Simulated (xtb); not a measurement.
C5H14NSi, doublet, from a rough starting geometry; xtb with GFN2-xTB.

Input for xtb:
```
$ xtb mol.xyz --gfn 2 --uhf 1 --opt vtight --json

# file mol.xyz
21

C      1.92641274    -0.32116698     1.11365919
N      1.19792424     0.08611333     0.10473549
C      1.93103044     0.37530479    -1.11519875
Si    -0.54198541    -0.04798591    -0.00732668
C     -1.21287590     1.24824552    -1.16859758
C     -1.15072850     0.44281099     1.81249731
C     -1.13512960    -1.76507636    -0.35139669
H      1.43092984    -0.58894991     2.01646840
H      3.03621589    -0.42555365     1.08154026
H      2.64232261     1.23745574    -0.92461398
H      1.31626083     0.63830212    -1.92730554
H      2.55676060    -0.43276094    -1.41105717
H     -0.82721192     2.22904772    -1.03644780
H     -1.04630110     0.95186897    -2.21567307
H     -2.26504587     1.34534997    -1.06313374
H     -1.07753800    -0.42194811     2.55604251
H     -2.15934845     0.69942820     1.80575680
H     -0.59463838     1.26106611     2.24650099
H     -0.96646147    -2.03211762    -1.46944234
H     -0.61100816    -2.53577435     0.23930505
H     -2.20492982    -1.86933018    -0.18446542
```

**Question.** Predict the main parts of the log of this xtb run.

**Answer.** 
```
   ID    Z sym.   atoms
    1    6 C      1, 3, 5-7
    2    7 N      2
    3   14 Si     4
    4    1 H      8-21

           -------------------------------------------------
          |                Calculation Setup                |
           -------------------------------------------------

           -------------------------------------------------
          |                 G F N 2 - x T B                 |
           -------------------------------------------------

          ...................................................
          :                      SETUP                      :
          :.................................................:
          :  # basis functions                  48          :
          :  # atomic orbitals                  47          :
          :  # shells                           29          :
          :  # electrons                        43          :
          :  max. iterations                   250          :
          :  Hamiltonian                  GFN2-xTB          :
          :  restarted?                      false          :
          :  GBSA solvation                  false          :
          :  PC potential                    false          :
          :  electronic temp.          300.0000000     K    :
          :  accuracy                    1.0000000          :
          :  -> integral cutoff          0.2500000E+02      :
          :  -> integral neglect         0.1000000E-07      :
          :  -> SCF convergence          0.1000000E-05 Eh   :
          :  -> wf. convergence          0.1000000E-03 e    :
          :  Broyden damping             0.4000000          :
          :  net charge                          0          :
          :  unpaired electrons                  1          :
          ...................................................

 iter      E             dE          RMSdq      gap      omega  full diag
   1    -22.6230867 -0.226231E+02  0.311E+00    3.52       0.0  T
   2    -22.7113509 -0.882642E-01  0.247E+00    1.88       1.0  T
   3    -22.7399070 -0.285561E-01  0.159E+00    2.83       1.0  T
   4    -22.7312080  0.869904E-02  0.930E-01    2.20       1.0  T
   5    -22.7428124 -0.116045E-01  0.361E-01    2.51       1.0  T
   6    -22.7429651 -0.152679E-03  0.184E-01    2.57       1.0  T
   7    -22.7430559 -0.908191E-04  0.531E-02    2.60       1.0  T
   8    -22.7430540  0.190617E-05  0.246E-02    2.61       1.0  T
[...]
 * total energy  :   -22.4248472 Eh     change       -0.2597177E-06 Eh
 * total energy  :   -22.4248474 Eh     change       -0.2267730E-06 Eh
 * total energy  :   -22.4248476 Eh     change       -0.1635369E-06 Eh
 * total energy  :   -22.4248477 Eh     change       -0.1599072E-06 Eh
 * total energy  :   -22.4248480 Eh     change       -0.2213439E-06 Eh
 * total energy  :   -22.4248482 Eh     change       -0.2157365E-06 Eh
 * total energy  :   -22.4248484 Eh     change       -0.2004046E-06 Eh
 * total energy  :   -22.4248486 Eh     change       -0.1863144E-06 Eh
 * total energy  :   -22.4248487 Eh     change       -0.1749780E-06 Eh
 * total energy  :   -22.4248489 Eh     change       -0.1610029E-06 Eh
 * total energy  :   -22.4248490 Eh     change       -0.1325017E-06 Eh
 * total energy  :   -22.4248490 Eh     change       -0.2667274E-08 Eh
   *** GEOMETRY OPTIMIZATION CONVERGED AFTER 44 ITERATIONS ***
         :: total energy             -22.424849034821 Eh    ::
[...]
 ---------------------------------------------------------------------------
     1   6 C    3.404 --     2 N    1.341     8 H    0.986     9 H    0.980
     2   7 N    3.478 --     1 C    1.341     3 C    1.029     4 Si   0.972
     3   6 C    3.982 --     2 N    1.029    11 H    0.987    10 H    0.977
                            12 H    0.976
     4  14 Si   3.711 --     2 N    0.972     7 C    0.885     6 C    0.879
                             5 C    0.873
     5   6 C    3.979 --    15 H    0.995    14 H    0.992    13 H    0.990
                             4 Si   0.873
     6   6 C    3.981 --    17 H    0.993    16 H    0.991    18 H    0.987
                             4 Si   0.879
     7   6 C    3.981 --    21 H    0.988    20 H    0.986    19 H    0.985
                             4 Si   0.885
     8   1 H    1.000 --     1 C    0.986
     9   1 H    1.000 --     1 C    0.980
    10   1 H    0.998 --     3 C    0.977
    11   1 H    0.998 --     3 C    0.987
    12   1 H    0.998 --     3 C    0.976
    13   1 H    0.999 --     5 C    0.990
    14   1 H    0.999 --     5 C    0.992
    15   1 H    0.999 --     5 C    0.995
    16   1 H    0.999 --     6 C    0.991
    17   1 H    0.999 --     6 C    0.993
    18   1 H    0.999 --     6 C    0.987
    19   1 H    0.999 --     7 C    0.985
    20   1 H    0.999 --     7 C    0.986
    21   1 H    0.999 --     7 C    0.988
 ---------------------------------------------------------------------------

Topologies differ in total number of bonds
Writing topology from bond orders to xtbtopo.mol

molecular dipole:
                 x           y           z       tot (Debye)
 q only:       -0.184       0.091      -0.370
   full:       -0.181       0.163      -0.368       1.121
molecular quadrupole (traceless):
                xx          xy          yy          xz          yz          zz
 q only:       -0.196       1.297       0.195      -2.395       0.126       0.001
  q+dip:        0.122       1.799      -0.167      -2.189       0.426       0.045
   full:        0.381       1.503      -0.758      -2.335      -0.103       0.377

optimized geometry written to: xtbopt.xyz

           -------------------------------------------------
          | TOTAL ENERGY              -22.424849034821 Eh   |
          | GRADIENT NORM               0.000026922594 Eh/α |
          | HOMO-LUMO GAP               3.230416705301 eV   |
           -------------------------------------------------
```
